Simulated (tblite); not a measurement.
Species: C5H11FOSi.
Z-matrix (Å and degrees, GFN2-xTB geometry), rows numbered from 1:
```
C 
Si  1  1.9006
C   2  1.8998  1  109.32
C   3  1.3209  2  124.57  1    37.00
F   4  1.3489  3  123.05  2    -1.41
C   3  1.4985  2  116.86  1  -146.85
C   6  1.5275  3  109.37  2   -64.29
O   7  1.4094  6  107.90  3    63.82
H   1  1.0863  2  111.90  3    56.71
H   1  1.0857  2  110.10  3   176.30
H   1  1.0846  2  112.01  3   -64.00
H   2  1.4685  1  108.69  3   118.97
H   2  1.4634  1  107.84  3  -117.91
H   4  1.0846  3  126.30  2   179.00
H   6  1.0904  3  109.58  2    53.95
H   6  1.0920  3  111.54  2   174.87
H   7  1.0999  6  110.10  3  -175.87
H   7  1.0983  6  109.21  3   -56.74
H   8  0.9617  7  109.94  6  -167.79
```

Computed with GFN2-xTB (tblite): harmonic, unscaled wavenumbers at the GFN2-xTB geometry, gas phase. The method is semi-empirical: single wavenumbers can be off by several per cent or more. Modes of hydrogen on silicon can be 10 to 20 % off. One conformer, not necessarily the lowest.

Harmonic wavenumbers (cm⁻¹): 35.6, 104.4, 114.8, 121.2, 164.6, 167.9, 187.0, 260.7, 289.3, 306.1, 364.5, 467.2, 521.6, 572.4, 594.0, 655.3, 699.7, 751.5, 766.1, 811.6, 832.6, 845.8, 880.8, 953.7, 1032.5, 1078.7, 1112.6, 1139.5, 1176.8, 1216.1, 1248.2, 1289.3, 1317.2, 1361.2, 1377.2, 1460.2, 1485.4, 1490.7, 1495.5, 1702.5, 2206.9, 2256.6, 2867.0, 2900.8, 2969.1, 2993.7, 3017.9, 3036.2, 3043.9, 3060.2, 3566.6.

A = 2190, B = 1222, C = 865.5 MHz; mass 134.056 u (most abundant isotopes); point group C1, symmetry number 1.

Q: Zero-point energy?

A: Half the sum of the wavenumbers: 32185 cm⁻¹ = 92.02 kcal/mol.

Q: Give the ideal-gas entropy at 298.15 K and 1 bar in the rigid-rotor, harmonic-oscillator model (classical rotation).

A: Translation 40.62, rotation 29.32, vibration 32.78: S = 102.7 cal/(mol K).

Q: And Cp and H(298.15 K) − H(0)?

A: Cp = 41.28 cal/(mol K), of which vibrations give 33.33 (their classical limit is 51 R = 101.3); H(298.15 K) − H(0) = 7.53 kcal/mol without the zero-point energy, 5.16 from vibrations.

Q: What must be added to the electronic energy to get the Gibbs energy at 298.15 K and 1 bar?

A: ZPE + [H(298.15 K) − H(0)] − T·S = 92.02 + 7.53 − 30.62 = 68.93 kcal/mol.

Q: How do the functions run with temperature in this model?

A: 
```json
{"T (K)": "150", "S (cal/(mol K))": "80.2", "Cp (cal/(mol K))": "26.1", "H − H(0) (kcal/mol)": "2.54", "G − H(0) (kcal/mol)": "-9.49", "ln q(vib)": "3.38"}
{"T (K)": "250", "S (cal/(mol K))": "95.9", "Cp (cal/(mol K))": "36.4", "H − H(0) (kcal/mol)": "5.66", "G − H(0) (kcal/mol)": "-18.31", "ln q(vib)": "6.37"}
{"T (K)": "400", "S (cal/(mol K))": "116.2", "Cp (cal/(mol K))": "51.0", "H − H(0) (kcal/mol)": "12.24", "G − H(0) (kcal/mol)": "-34.26", "ln q(vib)": "10.73"}
{"T (K)": "600", "S (cal/(mol K))": "139.9", "Cp (cal/(mol K))": "65.7", "H − H(0) (kcal/mol)": "23.99", "G − H(0) (kcal/mol)": "-59.92", "ln q(vib)": "16.27"}
{"T (K)": "900", "S (cal/(mol K))": "169.4", "Cp (cal/(mol K))": "79.8", "H − H(0) (kcal/mol)": "45.99", "G − H(0) (kcal/mol)": "-106.47", "ln q(vib)": "23.92"}
```

q(vib) and H(0) count from the zero-point level.

Q: Blend soft modes into free rotors: weight 1/[1 + (100 cm⁻¹/ν̃)⁴] for the oscillator and the rest for a rotor with moment μB/(μ + B), μ = h/(8π²ν), B = 10⁻⁴⁴ kg m². What vibrational entropy results?

A: 30.63 cal/(mol K) in place of 32.78, which changes −T·S at 298.15 K by +0.64 kcal/mol.

Q: Which modes carry the vibrational entropy at 298.15 K?

A: 35.6 cm⁻¹: 5.49; 104.4 cm⁻¹: 3.37; 114.8 cm⁻¹: 3.19; 121.2 cm⁻¹: 3.08; 164.6 cm⁻¹: 2.50; 167.9 cm⁻¹: 2.46 cal/(mol K); the other 45 give 12.70 together.

Hindered rotation and anharmonicity are outside this model. Other conformers, if any are populated, would add a mixing term that is left out. The structure is chiral; the term R ln 2 for an equal mix with its mirror image is left out.
